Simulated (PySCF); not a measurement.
Atoms are numbered as in `[CH3:1][C:2]1=[CH:3][P@:4]1(=[O:5])[CH:6]1[CH2:7][CH2:8]1`. Each H is labelled by its parent atom. Ha(C7), Ha(C8) are cis to P4 on the ring; Hb(C7), Hb(C8) are trans to P4 on the ring.

- geometry from GFN2-xTB
- GIAO PBE0/pcSseg-1 shieldings
- program: PySCF 2.14
- no solvent model, one computed conformer, rapidly exchanging positions averaged, non-relativistic Hamiltonian

Q: Predict the 2D correlation tables (HSQC, COSY, HMBC).

A: 

HSQC (one-bond C–H):
```csv
δH,δC
8.90 (H(C3)),163.7 (C3)
2.49 (H(C1)),19.5 (C1)
1.12 (Ha(C8)),4.3 (C8)
1.10 (Ha(C7)),3.9 (C7)
0.81 (Hb(C7)),3.9 (C7)
0.80 (Hb(C8)),4.3 (C8)
0.11 (H(C6)),13.6 (C6)
```

COSY cross peaks (H two or three bonds apart, from the bond graph; peaks can be absent where the dihedral angle is near 90°):
```csv
δH,δH
1.12 (Ha(C8)),1.10 (Ha(C7))
1.12 (Ha(C8)),0.81 (Hb(C7))
1.12 (Ha(C8)),0.80 (Hb(C8))
1.12 (Ha(C8)),0.11 (H(C6))
1.10 (Ha(C7)),0.81 (Hb(C7))
1.10 (Ha(C7)),0.80 (Hb(C8))
1.10 (Ha(C7)),0.11 (H(C6))
0.81 (Hb(C7)),0.80 (Hb(C8))
0.81 (Hb(C7)),0.11 (H(C6))
0.80 (Hb(C8)),0.11 (H(C6))
```

HMBC (two and three bonds, from the bond graph):
```csv
δH,δC
8.90 (H(C3)),"185.9 (C2), 19.5 (C1), 13.6 (C6)"
2.49 (H(C1)),"185.9 (C2), 163.7 (C3)"
1.12 (Ha(C8)),"13.6 (C6), 3.9 (C7)"
1.10 (Ha(C7)),"13.6 (C6), 4.3 (C8)"
0.81 (Hb(C7)),"13.6 (C6), 4.3 (C8)"
0.80 (Hb(C8)),"13.6 (C6), 3.9 (C7)"
0.11 (H(C6)),"185.9 (C2), 163.7 (C3), 4.3 (C8), 3.9 (C7)"
```

Scale: ¹H and ¹³C vs TMS (reference shieldings calculated alike).

Shifts are as computed. Against solution values, carbons near 30 ppm lie about +3 ppm off and those near 130 ppm about +5 ppm. Of 1211 compounds with measured shifts, 218 miss one by over three times the rms of a fit or turn the order of signals round; such compounds aren't used in these exercises.
